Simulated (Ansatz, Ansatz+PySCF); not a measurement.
```yaml
atoms:
  - { symbol: C, position_ang: [0.0000, 0.0000, -0.7091] }
  - { symbol: O, position_ang: [0.0000, 0.0000, 0.5318] }
```

Basis set: STO-3G (spherical functions). Correlated methods keep 2 orbitals frozen. Charge 0, multiplicity 1.

Computed with Ansatz (development build ahead of 0.2.0); each method stands on the lowest determinant of its kind that the runs found. Restricted open shells among the atoms or ions are ROHF, correlated in semicanonical orbitals with singles.

The atomization energy at this shape (free ground-state atoms in the same class of orbitals less the molecule, no zero-point energy) of singlet CO:

```json
{"method": "RHF-CCSD(T)", "atomization energy": "905.0 kJ/mol"}
{"method": "RHF-MP2", "atomization energy": "913.4 kJ/mol"}
{"method": "RHF", "atomization energy": "529.9 kJ/mol"}
```

Problem. What does PBE0 (unrestricted) give?

Solution. 995.9 kJ/mol. Caution for RHF-CCSD(T), RHF-MP2: large share of triples, a single reference is doubtful.

This basis has no polarisation functions and is too small for such energies, which can lie far from measured ones in either direction.
